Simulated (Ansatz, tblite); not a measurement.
Forces on the cluster Zn7Te6⁺ at its PBE-D4/def2-SVP geometry. Total charge 1; doublet.

In the def2 sets Te takes a core potential; there is no spin–orbit coupling. The xTB rows come from tblite. Single mean-field runs in def2-TZVP are fitted with def2-universal-jkfit. Another isomer (doublet) lies 2.64 eV lower at PBE0-D4/def2-TZVP; other spin states weren't run for this one.

GFN1-xTB (tblite), largest force 1.51 eV/Å:

```xyz
13
positions Å, forces eV/Å
Zn    2.872    4.129    2.201   -0.655   -0.068   -0.558
Zn    0.148    0.402   -1.922    0.018    0.438   -0.423
Zn    0.645    1.003    1.247    0.474    0.295    0.351
Zn   -1.847    0.181    0.245   -0.491    0.207    0.012
Zn   -0.313   -2.075    2.321    0.049   -0.161    0.639
Zn    0.873   -2.407   -1.816    0.523   -0.418   -0.198
Zn    0.432   -3.258    0.422    0.204   -0.717   -0.109
Te   -1.326    0.244    2.835   -0.140   -0.025    0.120
Te   -2.103   -2.129   -0.990    0.014    0.332   -1.303
Te    2.156   -0.419   -0.440   -0.074    0.057   -0.089
Te   -0.943   -1.489   -3.500   -0.505   -0.424    1.127
Te   -1.389    2.342   -1.180    0.980    0.912    0.704
Te    0.797    3.476    0.576   -0.397   -0.428   -0.273
```

GFN2-xTB (tblite), largest force 1.27 eV/Å:

```
Zn -0.185 0.079 -0.174
Zn 0.017 0.424 -0.286
Zn 0.146 -0.032 0.324
Zn -0.038 0.477 0.110
Zn 0.196 -0.512 0.575
Zn 0.874 -0.714 -0.258
Zn 0.265 -0.866 -0.076
Te -0.442 0.374 0.644
Te -0.866 -0.190 -0.912
Te 0.657 0.176 0.041
Te -0.566 -0.412 0.093
Te 0.178 1.036 0.165
Te -0.236 0.160 -0.245
```

PBE-D4/def2-TZVP (Ansatz), largest force 0.23 eV/Å:

```
Zn 0.052 0.018 0.033
Zn 0.017 0.058 -0.095
Zn 0.122 0.012 0.080
Zn -0.147 -0.029 0.013
Zn -0.058 0.080 0.206
Zn 0.073 0.041 -0.195
Zn 0.032 -0.192 0.033
Te -0.013 -0.001 0.029
Te -0.003 0.017 -0.200
Te 0.033 -0.013 -0.029
Te -0.043 -0.055 0.184
Te 0.094 0.099 0.066
Te -0.159 -0.032 -0.124
```
